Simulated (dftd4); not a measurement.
C2H6N (SMILES C[CH]N), doublet, geometry from GFN2-xTB; D4 for revpbe in dftd4.

Input for dftd4:
```
$ dftd4 mol.xyz --func revpbe --charge 0 --json dftd4.json --noedisp --property

# file mol.xyz
9

C      1.23129600    -0.25669769    -0.09655273
C     -0.05799116     0.17393746     0.49940779
N     -1.20100732     0.14966202    -0.31016964
H      1.64723200     0.48863493    -0.78864494
H      1.96813276    -0.42204686     0.68733552
H      1.10338449    -1.18365188    -0.65721155
H     -0.05524989     0.94758192     1.24931036
H     -2.06668125     0.26362547     0.19896649
H     -1.22959588    -0.64521633    -0.93569883
```

Output, abridged:

```
                    ____  _____ _____     ____  _  _
      -------------|  _ \|  ___|_   _|---|  _ \| || |------------
     |             | | | | |_    | | ___ | | | | || |_           |
     |             | |_| |  _|   | ||___|| |_| |__   _|          |
     |             |____/|_|     |_|     |____/   |_|            |
     |             ===================================           |
     |            E. Caldeweyher, S. Ehlert & S. Grimme          |
     |          Mulliken Center for Theoretical Chemistry        |
     |                    University of Bonn                     |
      -----------------------------------------------------------

Rational (Becke-Johnson) damping: revpbe-D4-ATM
---------------------
  s6         1.0000
  s8         1.7468
  s9         1.0000
  a1         0.5363
  a2         3.0726
 alp        16.0000
--------------------

Atomic data, radii in Ångström:
------------------------------------------------------
   Z          R(cov)      r4/r2   hardness         EN
------------------------------------------------------
   6 C        1.0000     1.6431     0.4220     2.5500
   7 N        0.9467     1.4350     0.5044     3.0400
   1 H        0.4267     1.0622     0.4726     2.2000
------------------------------------------------------

Atomic reference systems (in atomic units):
----------------------------------------------------------------------------
   Z        #      CN     q+Z       C6(AA)   #      CN     q+Z       C6(AA)
----------------------------------------------------------------------------
   6 C      1  0.0000  6.0000      49.3833   2  0.9189  5.8288      52.1688
            3  1.9079  5.8579      35.6972   4  2.8312  5.7775      35.8445
            5  3.7487  5.7435      28.6317   6  2.9183  5.8956      32.2504
            7  0.8556  6.2103      25.6194
   7 N      1  0.0000  7.0000      25.3714   2  0.8583  6.6470      32.5496
            3  1.8399  6.6987      28.5877   4  2.5804  6.1757      42.3910
            5  0.9809  7.0000      18.1534
   1 H      1  0.0000  1.0000       7.6362   2  0.8942  1.0000       3.0374
----------------------------------------------------------------------------

Atomic properties (in atomic units):
----------------------------------------------------------------------------
     #    Z              CN          q      C6(AA)        C8(AA)   alpha(0)
----------------------------------------------------------------------------
     1    6 C        3.7521    -0.2097     27.6316      799.1537     7.5859
     2    6 C        2.8128    -0.0326     30.3865      878.8310     9.0027
     3    7 N        2.6312    -0.6495     35.8848      791.6476     8.9684
     4    1 H        0.9234     0.0998      1.7871       21.6033     2.0906
     5    1 H        0.9247     0.0884      1.8946       22.9030     2.1525
     6    1 H        0.9244     0.0982      1.8014       21.7757     2.0989
     7    1 H        0.9259     0.1128      1.6722       20.2140     2.0222
     8    1 H        0.8602     0.2452      0.9022       10.9062     1.4879
     9    1 H        0.8601     0.2474      0.8936       10.8022     1.4808
----------------------------------------------------------------------------

Molecular properties (in atomic units):
----------------------------------------
 molecular C6                 574.7702
 molecular C8               12344.7534
----------------------------------------

Dispersion energy:      -1.5187106939120E-02 Eh

[Info] JSON dump of results written to 'dftd4.json'
```
